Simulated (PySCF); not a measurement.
These compounds are isomers of formula C$_{5}$H$_{8}$N$_{2}$Si.

A. `InChI=1S/C5H8N2Si/c6-3-5-1-2-7(8)4-5/h1-4,6H,8H3/b6-3-`
B. SMILES C1([SiH3])=CC(C)=NN=C1
C. SMILES [H]/N=C\[SiH2]n1cccc1
D. `InChI=1S/C5H8N2Si/c1-2-5-3-6-4-7(5)8/h2-4H,1H2,8H3`

Spectrum 1. 1H NMR (500 MHz, computed): δ 10.62 (br s, 1H), 8.34 (s, 1H), 7.02 (m, 1H), 6.70 (m, 1H), 6.69 (m, 1H), 5.13 (s, 3H). 13C{1H} NMR (computed): δ 166.4 (CH), 131.2 (C), 128.3 (CH), 127.6 (CH), 120.9 (CH).

Spectrum 2. 1H NMR (500 MHz, computed): δ 7.94 (m, 1H), 7.14 (m, 1H), 6.74 (m, 1H), 6.18 (m, 1H), 5.49 (m, 1H), 5.02 (s, 3H). 13C{1H} NMR (computed): δ 144.6 (CH), 139.9 (C), 136.0 (CH), 130.5 (CH), 117.1 (CH2).

Spectrum 3. 1H NMR (500 MHz, computed): δ 9.44 (s, 1H), 7.57 (s, 1H), 4.50 (s, 3H), 2.94 (s, 3H). 13C{1H} NMR (computed): δ 162.8 (C), 157.7 (CH), 137.3 (CH), 132.7 (C), 25.2 (CH3).

Spectrum 4. 1H NMR (500 MHz, computed): δ 14.05 (br s, 1H), 9.25 (t, 1H), 6.75 (m, 2H), 6.65 (m, 2H), 5.20 (d, 2H). 13C{1H} NMR (computed): δ 186.3 (CH), 127.3 (CH), 118.9 (CH).

Level of theory: shielding tensors at PBE0/pcSseg-1 (GIAO), structure optimised with GFN2-xTB, in PySCF 2.14.0 with density-fitted response routines (no solvent model, non-relativistic Hamiltonian, rapidly exchanging positions averaged, a single conformation).

Referencing at the same level of theory: TMS for 1H (σ = 31.72 ppm) and 13C (σ = 186.93 ppm). Where no couplings were computed, multiplicities follow the n + 1 count of equivalent neighbours, and m marks all less simple cases (inequivalent or close neighbours, rings, F or P nearby). Shifts are as computed. Against solution values, carbons near 30 ppm lie about +3 ppm off and those near 130 ppm about +5 ppm. Of 1309 compounds with measured shifts, 239 miss one by over three times the rms of a fit or turn the order of signals round; such compounds aren't used in these exercises. OH and NH positions are gas-phase values without hydrogen bonding to other molecules.

Task: Match each spectrum to its structure.

Result: 1–A, 2–D, 3–B, 4–C.

- Spectrum 1 (A): 5 13C signals; δH 10.62 is the hydrogen on an imine nitrogen; δH 7.02 is the hydrogen on an aromatic CH next to a ring nitrogen.
- Spectrum 2 (D): 5 13C signals; δC 130.5 is an alkene CH; δC 117.1 is a terminal =CH2 carbon.
- Spectrum 3 (B): 5 13C signals; δC 157.7 is an aromatic CH next to a ring nitrogen; δC 137.3 is an aromatic CH.
- Spectrum 4 (C): 3 13C signals; δH 14.05 is the hydrogen on an imine nitrogen; δH 6.75 is the hydrogen on an aromatic CH.
